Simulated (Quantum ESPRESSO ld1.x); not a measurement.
Task: N+, 6 electrons, occupied as 2s2 2p2 3s2 (not the ground configuration). Method: Dirac Kohn-Sham, HCTH/120, spin-unpolarised, spherical densities, point nucleus; open shells fill j = l - 1/2 first; computed with ld1.x of Quantum ESPRESSO 7.5.

Spin-orbit splittings of the eigenvalues, e(l+1/2) - e(l-1/2), with zeta = 2 splitting/(2l+1) and mean radii in bohr:

| shell | occ. | splitting (eV) | zeta (eV) | <r> j=l-1/2 | <r> j=l+1/2 |
|---|---|---|---|---|---|
| 2p | 2 | ? | ? | 0.8531 | 0.8539 |
| 3p | 0 | 0.006897 | 0.004598 | 3.262 | 3.264 |
| 3d | 0 | 0.0005725 | 0.0002290 | 3.900 | 3.900 |

Estimate the 2p splitting.

Result: 0.07324 eV (zeta = 0.04883 eV).
